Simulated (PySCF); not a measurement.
Geometries of 3 isomers of C2H8SiTe, from PBE0-D3(BJ)/def2-SVP geometry optimisation, gas phase, def2 core potentials past Kr in PySCF 2.14.0. One conformer each, no zero-point energy, no frequencies.

Question: Which isomer lies lowest at this level?
A.
```xyz
12
angstrom
C     -0.001    1.358   -0.945
Si    -0.032    0.289    0.597
C     -0.927   -1.332    0.283
Te     2.304   -0.144    1.435
H     -1.026    1.581   -1.283
H      0.526    0.842   -1.763
H      0.520    2.307   -0.751
H     -0.666    1.027    1.734
H     -0.955   -1.948    1.193
H     -0.417   -1.907   -0.505
H     -1.961   -1.141   -0.047
H      2.681   -0.972    0.038
```
B.
```xyz
12
angstrom
C     -1.091   -1.106   -0.428
C     -0.671   -0.056    0.593
Si     0.547    1.234   -0.042
Te     2.678    0.217   -0.902
H     -1.581   -0.648   -1.302
H     -0.221   -1.671   -0.800
H     -1.799   -1.829    0.006
H     -1.547    0.504    0.970
H     -0.214   -0.529    1.479
H      0.002    1.955   -1.234
H      0.859    2.224    1.032
H      3.090   -0.313    0.622
```
C.
```xyz
12
angstrom
C     -1.528    0.380    0.147
C     -0.959   -0.970   -0.231
Te     0.761   -0.889   -1.573
Si     2.225    0.246    0.099
H     -0.802    0.991    0.705
H     -2.415    0.254    0.790
H     -1.831    0.955   -0.741
H     -0.638   -1.550    0.646
H     -1.688   -1.581   -0.783
H      3.624    0.155   -0.413
H      1.877    1.685    0.302
H      2.114   -0.456    1.416
```

Answer: A. That is `C[SiH](C)[TeH]`, 11.2 kcal/mol below the next.

```
        SMILES         atoms numbered as above      E (Eh)  relative (kcal/mol)  relative (kJ/mol)  dipole (D)
C[SiH](C)[TeH]  [CH3:1][SiH:2]([CH3:3])[TeH:4]  -638.22057                  0.0                0.0        1.87
 CC[SiH2][TeH]   [CH3:1][CH2:2][SiH2:3][TeH:4]  -638.20277                 11.2               46.7        1.53
  CC[Te][SiH3]    [CH3:1][CH2:2][Te:3][SiH3:4]  -638.18800                 20.4               85.5        1.37
```

As drawn, the lowest has an Si–C bond, which the highest lacks.
